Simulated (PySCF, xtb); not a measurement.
H6Te, SMILES [TeH6].

Harmonic wavenumbers (cm⁻¹) from xtb with GFN2-xTB at its own minimum, in rising order: 838, 838, 838, 896, 896, 896, 1017, 1017, 1017, 1623, 1623, 1623, 1736, 1736, 1825.

Problem. What does PBE-D3(BJ)/def2-TZVP (PySCF) give at its own minimum? (Estimate from the structure and the level; the computed values follow.)

Solution. 829, 829, 829, 892, 892, 892, 977, 977, 977, 1670, 1670, 1670, 1694, 1694, 1846. Paired by order, the mean absolute difference is 27 cm⁻¹ and the zero-point energies are 26.3 and 26.2 kcal/mol.
